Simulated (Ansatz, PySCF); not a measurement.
BrClFH2NSi, SMILES N[Si](F)(Cl)Br. Atoms are numbered in the order given.

```xyz
7

N      2.0368    -0.2389     0.4592
Si     0.3897     0.1233     0.5415
F     -0.2899    -0.1603     1.9808
Cl     0.1140     2.1129     0.1889
Br    -0.7028    -1.1197    -0.8932
H      2.3809    -1.1704     0.2590
H      2.7530     0.4061     0.7720
```
Charge 0, spin multiplicity 1.

Geometry optimised at ωB97X-D3(BJ)/def2-SVP. The structure was generated by enumeration, and PubChem lists no compound with its InChIKey, so it may never have been made. Other conformers were not sampled.

Two levels are set side by side: PBE-D3(BJ)/def2-SVP (Ansatz, a program for electronic structure) and ωB97X-D3(BJ)/def2-SVP (PySCF). Each level has its own optimised geometry; the coordinates shown are those of the second. Frequencies come from the Hessian of PySCF at each geometry. Differences are taken from unrounded values.

```tsv
quantity	ωB97X-D3(BJ)	PBE-D3(BJ)	PBE-D3(BJ) minus ωB97X-D3(BJ)
mean bond length (Å)	1.593	1.608	0.015
bond N1–Si2 (Å)	1.688	1.702	0.013
bond Si2–F3 (Å)	1.617	1.632	0.015
bond Si2–Cl4 (Å)	2.039	2.058	0.019
bond Si2–Br5 (Å)	2.190	2.216	0.025
bond N1–H6 (Å)	1.013	1.021	0.008
bond N1–H7 (Å)	1.013	1.021	0.008
highest harmonic wavenumber (cm⁻¹)	3744	3620	-124
mean harmonic wavenumber (cm⁻¹)	948	910	-38
zero-point energy (kcal/mol)	20.33	19.52	-0.81
```

Exact exchange shortens and stiffens bonds; PBE has none. Differences between two approximate levels are no errors against the true value.
